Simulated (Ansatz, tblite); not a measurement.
Forces on the cluster H3Au3 at its PBE-D4/def2-TZVP geometry. The state is a singlet with charge 0.

In the def2 sets Au takes a core potential; there is no spin–orbit coupling. The xTB rows come from tblite. Another isomer (singlet) lies 0.24 eV lower at PBE0-D4/def2-TZVP; other spin states weren't run for this one.

GFN1-xTB (tblite), largest force 1.30 eV/Å:

```xyz
6
positions Å, forces eV/Å
Au   -0.416   -0.124    0.688   -0.194    0.188    0.122
Au    1.013    0.104   -1.516   -0.672    0.070    0.893
Au    1.210   -2.098   -0.015   -0.507    1.173   -0.231
H     0.703    1.494   -2.202    0.199   -0.762    0.334
H    -1.158   -0.471    2.017    0.517    0.047   -0.768
H    -1.353    1.094    1.028    0.657   -0.716   -0.350
```

GFN2-xTB (tblite), largest force 1.58 eV/Å:

```
Au -0.893 -0.054 1.305
Au -0.418 0.835 -0.083
Au -0.372 0.567 0.068
H 0.252 -0.908 0.378
H 0.802 0.128 -1.237
H 0.629 -0.568 -0.430
```

PBE-D4/def2-TZVP (Ansatz), largest force 0.02 eV/Å:

```
Au 0.006 -0.017 0.005
Au 0.002 -0.008 0.003
Au -0.010 0.019 -0.001
H 0.005 0.008 -0.013
H -0.005 0.001 0.006
H 0.001 -0.003 0.001
```
